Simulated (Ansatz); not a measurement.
C$_{3}$H$_{9}$Y (`[CH3][Y]([CH3])[CH3]`) from Hartree–Fock to CCSD(T)

```xyz
13

C     0.080    2.219    0.214
Y     0.047   -0.060    0.744
C    -1.963   -1.056    0.078
C     1.891   -1.173   -0.174
H     0.138    2.883    1.089
H    -0.823    2.517   -0.337
H     0.939    2.474   -0.422
H    -2.558   -1.468    0.907
H    -1.789   -1.889   -0.617
H    -2.615   -0.340   -0.441
H     2.571   -1.609    0.573
H     2.503   -0.498   -0.788
H     1.578   -2.000   -0.825
```

Charge 0, multiplicity 1. Correlated methods include outer-core shells of Y, which these sets cover unevenly. Y takes the def2 core potential. The geometry is a stationary point of PBE0-D4/def2-TZVP. Frozen core, restricted reference, Ansatz 0.2.0.

| basis | HF (Eh) | MP2 corr. | CCSD corr. | (T) | CCSD(T) total |
| --- | --- | --- | --- | --- | --- |
| def2-SVP | ? | -0.62747 | -0.68538 | ? | ? |
| def2-TZVPP | ? | -0.81565 | -0.86572 | ? | ? |
| def2-QZVPP | -156.74976 | -0.89901 | – | – | – |

Task: Fill in the withheld values. (An estimate is asked.)

Result: Computed: def2-SVP HF (Eh): -156.59645; def2-SVP (T): -0.01979; def2-SVP CCSD(T) total: -157.30162; def2-TZVPP HF (Eh): -156.74114; def2-TZVPP (T): -0.03207; def2-TZVPP CCSD(T) total: -157.63893.
